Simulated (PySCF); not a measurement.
# Computed records: BH₄NSi, AlBFH₂O, B₃H₇Si, CH₇AlBN and others

Calculation on a computer-drawn molecule: optimised geometry and harmonic frequencies of an isolated molecule of the commonest isotopes, restricted reference for singlets and unrestricted otherwise, frozen core in MP2. Program: PySCF 2.14.0.

Common to all runs: multiplicity 1; basis cc-pV(D+d)Z.

```json
{"entry": 1, "formula": "BH4NSi", "start_structure": {"atoms_angstrom": [["B", -1.1496, 3.1861, 1.0071], ["N", -1.0768, 2.5848, -0.2114], ["Si", -0.5245, 1.0177, -0.7636], ["H", -1.6093, 4.3086, 1.168], ["H", -0.678, 2.6293, 1.9461], ["H", -1.4697, 3.2009, -1.0161], ["H", -0.0584, 0.5196, 0.5255]]}, "given": {"charge": 0, "method": "HF", "drawn_bonds_atom": [1, 2, 1, 1, 2, 3], "drawn_bonds_other_atom": [2, 3, 4, 5, 6, 7], "drawn_bonds_order": [1, 1, 1, 1, 1, 1]}, "results": {"optimised_atom_element": ["B", "N", "Si", "H", "H", "H", "H"], "optimised_atom_x [angstrom]": [-1.126, -1.099, -0.5196, -1.583, -0.6949, -1.48, -0.06279], "optimised_atom_y [angstrom]": [3.195, 2.595, 1.04, 4.3, 2.596, 3.167, 0.5553], "optimised_atom_z [angstrom]": [1.026, -0.2637, -0.7947, 1.153, 1.969, -0.9979, 0.5641], "modes_frequency [cm^-1]": [249.2, 346.9, 425.0, 740.1, 889.5, 921.6, 1049, 1109, 1202, 1365, 1470, 2150, 2669, 2750, 3770], "modes_reduced_mass [dalton]": [1.756, 2.76, 1.022, 4.631, 1.089, 1.094, 1.382, 1.372, 1.834, 1.357, 1.624, 1.043, 1.056, 1.126, 1.075], "rotational_constants [GHz]": [46.88, 5.926, 5.261], "total_energy [hartree]": -370.4068, "convergence_status_largest_gradient_component [hartree/bohr]": 1.066e-05}}
{"entry": 2, "formula": "AlBFH2O", "start_structure": {"atoms_angstrom": [["B", -2.9808, 0.0838, 0.5826], ["O", -2.0522, 0.8248, -0.0558], ["Al", -1.4885, 1.569, -1.4255], ["F", -0.6801, 2.4228, -2.6541], ["H", -2.6905, -0.0806, 1.7509], ["H", -4.0483, -0.3354, 0.1629]]}, "given": {"charge": 1, "method": "HF", "drawn_bonds_atom": [1, 2, 3, 1, 1], "drawn_bonds_other_atom": [2, 3, 4, 5, 6], "drawn_bonds_order": [1, 1, 1, 1, 1]}, "results": {"optimised_atom_element": ["B", "O", "Al", "F", "H", "H"], "optimised_atom_x [angstrom]": [-3.02, -2.279, -1.44, -0.5993, -2.548, -4.054], "optimised_atom_y [angstrom]": [0.07442, 0.7903, 1.601, 2.413, -0.005803, -0.3887], "optimised_atom_z [angstrom]": [0.6308, -0.3309, -1.42, -2.511, 1.718, 0.2733], "modes_frequency [cm^-1]": [102.7, 112.0, 204.5, 229.9, 640.5, 1023, 1039, 1127, 1329, 1366, 2759, 2885], "modes_reduced_mass [dalton]": [3.985, 5.679, 12.76, 12.76, 7.021, 9.992, 1.292, 1.345, 1.151, 13.13, 1.042, 1.14], "rotational_constants [GHz]": [222.8, 2.561, 2.532], "total_energy [hartree]": -441.9257, "convergence_status_largest_gradient_component [hartree/bohr]": 1.917e-05}}
{"entry": 3, "formula": "B3H7Si", "start_structure": {"atoms_angstrom": [["B", -2.3794, -1.2249, -1.9814], ["B", -1.072, -1.3729, -1.1076], ["B", -0.6687, -0.0993, -0.1607], ["Si", 0.5613, 1.2615, -0.9654], ["H", -2.3536, -0.7053, -3.0993], ["H", -3.4643, -1.5514, -1.7725], ["H", -0.4785, -2.2909, -1.1701], ["H", -1.098, 0.1247, 0.9396], ["H", -0.1688, 2.591, -1.0279], ["H", 1.1231, 0.9744, -2.3531], ["H", 1.7307, 1.4701, -0.0576]]}, "given": {"charge": 0, "method": "HF", "drawn_bonds_atom": [1, 2, 3, 1, 1, 2, 3, 4, 4, 4], "drawn_bonds_other_atom": [2, 3, 4, 5, 6, 7, 8, 9, 10, 11], "drawn_bonds_order": [1, 1, 1, 1, 1, 1, 1, 1, 1, 1]}, "results": {"optimised_atom_element": ["B", "B", "B", "Si", "H", "H", "H", "H", "H", "H", "H"], "optimised_atom_x [angstrom]": [-2.547, -1.196, -0.6389, 0.685, -2.492, -3.61, -0.5251, -1.005, 0.02638, 1.162, 1.871], "optimised_atom_y [angstrom]": [-1.346, -1.283, -0.005395, 1.401, -1.034, -1.725, -2.292, 0.1238, 2.733, 1.16, 1.443], "optimised_atom_z [angstrom]": [-2.134, -1.14, -0.2269, -0.9011, -3.295, -1.717, -1.091, 0.9133, -0.8703, -2.286, -0.00787], "modes_frequency [cm^-1]": [57.79, 96.12, 168.7, 207.3, 356.3, 484.8, 509.6, 578.5, 626.5, 638.6, 747.2, 835.2, 911.4, 971.8, 992.0, 1016, 1035, 1037, 1149, 1266, 2282, 2287, 2297, 2620, 2658, 2678, 2723], "modes_reduced_mass [dalton]": [1.16, 2.738, 1.782, 2.11, 1.285, 1.076, 1.805, 1.208, 1.17, 1.561, 2.28, 1.524, 1.702, 1.521, 1.227, 1.125, 1.428, 1.041, 2.699, 1.297, 1.047, 1.049, 1.024, 1.085, 1.059, 1.09, 1.121], "rotational_constants [GHz]": [14.56, 2.161, 2.033], "total_energy [hartree]": -366.9857, "convergence_status_largest_gradient_component [hartree/bohr]": 1.709e-05}}
{"entry": 4, "formula": "CH7AlBN", "start_structure": {"atoms_angstrom": [["B", -0.8803, -0.7058, -0.4542], ["C", -0.4706, 0.5159, 0.2882], ["N", -1.1774, 1.723, 0.1058], ["Al", 0.6352, 0.3423, -1.6537], ["H", -0.3031, -1.7671, -0.1435], ["H", -1.6582, -0.6884, -1.2726], ["H", 0.1746, 0.5381, 1.1934], ["H", -1.6384, 1.7957, -0.7073], ["H", -0.6955, 2.6006, 0.3253], ["H", 0.2305, 1.6505, -2.4292], ["H", 2.0282, -0.199, -1.9812]]}, "given": {"charge": 0, "method": "HF", "drawn_bonds_atom": [1, 2, 2, 1, 1, 2, 3, 3, 4, 4], "drawn_bonds_other_atom": [2, 3, 4, 5, 6, 7, 8, 9, 10, 11], "drawn_bonds_order": [1, 1, 1, 1, 1, 1, 1, 1, 1, 1]}, "results": {"optimised_atom_element": ["B", "C", "N", "Al", "H", "H", "H", "H", "H", "H", "H"], "optimised_atom_x [angstrom]": [-1.043, -0.3646, -1.173, 0.9497, -0.4124, -2.181, 0.3942, -2.1, -0.8023, 0.8104, 2.167], "optimised_atom_y [angstrom]": [-0.7921, 0.5376, 1.728, 0.7093, -1.816, -0.8374, 0.4045, 1.606, 2.558, 1.991, -0.2835], "optimised_atom_z [angstrom]": [-0.3588, -0.05241, 0.1929, -1.575, -0.2892, -0.7552, 0.7401, -0.1723, -0.2359, -2.492, -1.731], "modes_frequency [cm^-1]": [106.6, 149.5, 186.6, 227.1, 353.5, 457.4, 515.4, 562.4, 620.9, 813.3, 839.0, 902.1, 931.9, 1039, 1091, 1230, 1298, 1328, 1458, 1798, 1982, 1999, 2637, 2702, 3072, 3719, 3801], "modes_reduced_mass [dalton]": [1.185, 1.094, 2.192, 2.188, 1.89, 1.556, 1.38, 1.144, 2.237, 1.286, 1.123, 2.06, 1.194, 1.521, 1.492, 2.002, 1.267, 1.306, 1.602, 1.086, 1.041, 1.044, 1.057, 1.124, 1.08, 1.052, 1.093], "rotational_constants [GHz]": [8.0, 4.332, 3.08], "total_energy [hartree]": -362.9583, "convergence_status_largest_gradient_component [hartree/bohr]": 1.994e-05}}
{"entry": 5, "formula": "BCl2H2N", "start_structure": {"atoms_angstrom": [["N", -1.5343, 0.2919, 2.8413], ["B", -0.8867, -0.5424, 1.9537], ["Cl", -1.7344, -1.9311, 1.2449], ["Cl", 0.8038, -0.2399, 1.5069], ["H", -2.4845, 0.1484, 3.1127], ["H", -1.0852, 1.0809, 3.2572]]}, "given": {"charge": 0, "method": "MP2", "drawn_bonds_atom": [1, 2, 2, 1, 1], "drawn_bonds_other_atom": [2, 3, 4, 5, 6], "drawn_bonds_order": [1, 1, 1, 1, 1]}, "results": {}}
```

Question: What rotational constants does the calculation give for BCl₂H₂N (entry 5)?
Answer: 6.797, 3.053, 2.107 GHz

Question: What total energy does the calculation give for BCl₂H₂N (entry 5)?
Answer: -999.9864 hartree

Question: Give the table of modes values for BCl₂H₂N (entry 5).
Answer: 
Modes:
```
frequency (cm⁻¹)  reduced mass (dalton)
           269.3                   16.9
           326.5                   3.25
           455.9                   1.24
           510.4                  8.586
           575.5                   10.3
           596.9                  1.017
           811.9                  2.003
            1109                  2.952
            1372                  3.214
            1612                  1.385
            3637                   1.05
            3764                    1.1
```

Further results for BCl₂H₂N (entry 5):

| Item | Value |
| --- | --- |
| convergence status largest gradient component | 7.727e-06 hartree/bohr |

Optimised structure:
```xyz
6
BCl2H2N
N     -1.5348     0.2925     2.8421
B     -0.8808    -0.5501     1.9455
Cl    -1.7344    -1.9326     1.2438
Cl     0.8054    -0.2403     1.5059
H     -2.4991     0.1455     3.1163
H     -1.0775     1.0928     3.2631
```
